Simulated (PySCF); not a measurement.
A side-by-side comparison of computed properties.

First species: CH11PSSi3.
Cartesian coordinates in Å at the GFN2-xTB level; atoms count from 1:
```xyz
17
CH11PSSi3 angstrom
C      3.1799   -0.0973   -0.3648
S      1.7508   -0.6555   -1.3356
Si     0.1927   -0.3745    0.1458
Si     0.1290    1.8410    0.9018
Si    -1.6909   -1.3092   -0.8334
P     -3.3044   -0.7992    0.6354
H      4.0590   -0.2344   -0.9854
H      3.2636   -0.6984    0.5352
H      3.0617    0.9518   -0.1103
H      0.6685   -1.2356    1.2496
H      0.5102    2.8041   -0.1362
H     -1.2347    2.1506    1.3315
H      1.0237    2.0847    2.0386
H     -2.0324   -0.7995   -2.1692
H     -1.7348   -2.7730   -0.9442
H     -4.3313   -1.3165   -0.1187
H     -3.5176    0.4731    0.1500
```

Second species: C4H10P2.
Structure used (GFN2-xTB), in Å, numbered top down from 1:
```xyz
16
C4H10P2 angstrom
C     -0.202    1.965    0.465
C      0.276    0.670   -0.142
C     -0.508   -0.596    0.025
C     -1.797   -0.612    0.807
P      1.110   -0.589    0.954
P      2.324   -1.549   -0.563
H      0.588    2.712    0.430
H     -1.059    2.344   -0.092
H     -0.497    1.831    1.503
H      0.737    0.801   -1.119
H     -0.532   -1.244   -0.850
H     -1.690   -0.093    1.756
H     -2.101   -1.637    1.011
H     -2.587   -0.126    0.233
H      2.401   -2.759    0.124
H      3.528   -1.108   -0.019
```

Levels: B3LYP/def2-SVPD for dipole moment, HOMO energy, LUMO energy, HOMO–LUMO gap, static isotropic polarisability and electronic spatial extent ⟨r²⟩ about the centre of nuclear charge; TDDFT B3LYP/def2-SVPD for lowest singlet excitation; TDA B3LYP/def2-SVPD for lowest triplet excitation (Tamm–Dancoff); GFN2-xTB for rotational constant A and rotational constant C. Geometries: GFN2-xTB. Each structure is a single optimised conformer of the isolated species, non-relativistic unless stated. Electronic properties by PySCF.

The conformers computed, where there is a choice (atom-mapped SMILES and torsion angles):
- `[CH3:1][S:2][Si@@H:3]([SiH3:4])[SiH2:5][PH2:6]`: C1–S2–Si3–Si4 57°, S2–Si3–Si5–P6 -174°, H–P6–Si5–Si3 176°, H–P6–Si5–Si3 83°
- `[CH3:1][C@@H:2]1[C@H:3]([CH3:4])[P:5]1[PH2:6]`: H–P6–P5–C3 -107°, H–P6–P5–C3 161°

```csv
property,column X,column Y
dipole moment,0.95 D,0.97 D
HOMO energy,-6.50 eV,-6.41 eV
LUMO energy,-1.11 eV,-0.11 eV
HOMO–LUMO gap,5.39 eV,6.30 eV
lowest singlet excitation,4.47 eV,5.61 eV
lowest triplet excitation (Tamm–Dancoff),4.24 eV,4.61 eV
static isotropic polarisability,151.9 au,102.1 au
electronic spatial extent ⟨r²⟩ about the centre of nuclear charge,2222 bohr²,1036 bohr²
rotational constant A,1.736 GHz,3.858 GHz
rotational constant C,0.504 GHz,1.255 GHz
```

Q: Which column belongs to which species?

A: Column X is the first species and column Y the second. The first has 17 atoms and 90 electrons, the second 16 and 64.

Q: How does each property change from the first species to the second?

A: dipole moment +0.02 D; HOMO energy +0.09 eV; LUMO energy +1.00 eV; HOMO–LUMO gap +0.91 eV; lowest singlet excitation +1.14 eV; lowest triplet excitation (Tamm–Dancoff) +0.37 eV; static isotropic polarisability -49.8 au; electronic spatial extent ⟨r²⟩ about the centre of nuclear charge -1186 bohr²; rotational constant A +2.122 GHz; rotational constant C +0.751 GHz.

On the first: The vertical singlet–triplet gap S1 − T1 is 0.23 eV (TDDFT singlet less Tamm–Dancoff triplet; S1: HOMO→LUMO, weight 0.95; T1: HOMO→LUMO, weight 0.87). The 8 singlets span 4.47 to 5.99 eV, and their oscillator strengths add up to 0.06.

On the second: In wavenumbers S1 is 45200 cm⁻¹ (1 eV = 8065.54 cm⁻¹). The polarisability is 15.13 Å³ as a volume (1 au = 0.148185 Å³), or 1.60 au for each of the 64 electrons.
